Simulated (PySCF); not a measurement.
Molfile (atoms numbered from 1):
```
C6H14N2
     RDKit          3D

 22 21  0  0  0  0  0  0  0  0999 V2000
   -2.5147    0.7164   -0.0693 C   0  0  0  0  0  0  0  0  0  0  0  0
   -1.1959    0.7618    0.1883 C   0  0  0  0  0  0  0  0  0  0  0  0
   -0.2770   -0.2475    0.0075 N   0  0  0  0  0  0  0  0  0  0  0  0
   -0.7288   -1.5543   -0.3928 C   0  0  0  0  0  0  0  0  0  0  0  0
    0.9014   -0.1280    0.7356 N   0  0  0  0  0  0  0  0  0  0  0  0
    0.8854   -0.8439    1.9914 C   0  0  0  0  0  0  0  0  0  0  0  0
    2.0938   -0.3485   -0.0579 C   0  0  0  0  0  0  0  0  0  0  0  0
    2.1748    0.5769   -1.2533 C   0  0  0  0  0  0  0  0  0  0  0  0
   -3.0180   -0.1803   -0.4353 H   0  0  0  0  0  0  0  0  0  0  0  0
   -3.1173    1.6146    0.0673 H   0  0  0  0  0  0  0  0  0  0  0  0
   -0.7257    1.6724    0.5710 H   0  0  0  0  0  0  0  0  0  0  0  0
   -1.3846   -2.0362    0.3592 H   0  0  0  0  0  0  0  0  0  0  0  0
    0.1375   -2.2058   -0.5726 H   0  0  0  0  0  0  0  0  0  0  0  0
   -1.2954   -1.4793   -1.3341 H   0  0  0  0  0  0  0  0  0  0  0  0
    1.7568   -0.5447    2.5930 H   0  0  0  0  0  0  0  0  0  0  0  0
   -0.0233   -0.5773    2.5511 H   0  0  0  0  0  0  0  0  0  0  0  0
    0.9161   -1.9491    1.8806 H   0  0  0  0  0  0  0  0  0  0  0  0
    2.1836   -1.4087   -0.3908 H   0  0  0  0  0  0  0  0  0  0  0  0
    2.9512   -0.1755    0.6126 H   0  0  0  0  0  0  0  0  0  0  0  0
    3.1105    0.4110   -1.8075 H   0  0  0  0  0  0  0  0  0  0  0  0
    2.1402    1.6283   -0.9306 H   0  0  0  0  0  0  0  0  0  0  0  0
    1.3327    0.4084   -1.9397 H   0  0  0  0  0  0  0  0  0  0  0  0
  1  2  2  0
  2  3  1  0
  3  4  1  0
  3  5  1  0
  5  6  1  0
  5  7  1  0
  7  8  1  0
  1  9  1  0
  1 10  1  0
  2 11  1  0
  4 12  1  0
  4 13  1  0
  4 14  1  0
  6 15  1  0
  6 16  1  0
  6 17  1  0
  7 18  1  0
  7 19  1  0
  8 20  1  0
  8 21  1  0
  8 22  1  0
M  END
```

Geometry: PBE0-D3(BJ)/def2-SVP; GIAO shifts from PySCF 2.14, gas phase, non-relativistic, averaged over equivalent atoms.

At wB97X-D/pcSseg-1 (206 basis functions, 36 s wall time on 1 thread of an Arm Neoverse V2, shared host):
| atoms | δ (ppm) |
| --- | --- |
| C2 | 154.5 |
| C1 | 82.5 |
| C7 | 48.0 |
| C6 | 40.8 |
| C4 | 24.3 |
| C8 | 14.9 |
| N3 | 113.1 |
| N5 | 97.6 |
| H11 | 6.32 |
| H10 | 3.71 |
| H9 | 3.57 |
| H15/H16/H17 | 2.26 |
| H12/H13/H14 | 2.23 |
| H18/H19 | 2.23 |
| H20/H21/H22 | 1.05 |

Shifts are taken against calculated references (same method and geometry level): ¹³C (184.54 ppm) and ¹H (31.38 ppm) against TMS; ¹⁵N (263.98 ppm) vs NH3.

**Question.** Predict the values at PBE0/pcSseg-1 on the same geometry.

**Answer.** 
```tsv
atoms	δ at PBE0/pcSseg-1	change
C2	152.2	-2.3
C1	81.9	-0.6
C7	48.1	+0.1
C6	40.2	-0.6
C4	23.2	-1.1
C8	14.5	-0.4
N3	117.9	+4.8
N5	102.0	+4.4
H11	6.30	-0.02
H10	3.72	+0.01
H9	3.55	-0.02
H15/H16/H17	2.27	+0.01
H12/H13/H14	2.22	-0.01
H18/H19	2.27	+0.04
H20/H21/H22	1.04	-0.01
```

References, each an isolated molecule treated in the same way: ¹³C (184.41 ppm), ¹H (31.27 ppm) vs TMS; NH3 for ¹⁵N (265.67 ppm).

The largest change is at N3 (nitrogen bonded to O or N). Cost: 206 basis functions, 29 s wall time on 1 thread of an Arm Neoverse V2, shared host. The order of the carbon signals is the same at both levels.

Experimental scales use liquid or dissolved standards, which lie at an offset from isolated NH3 (liquid NH3: subtract about 20 ppm).
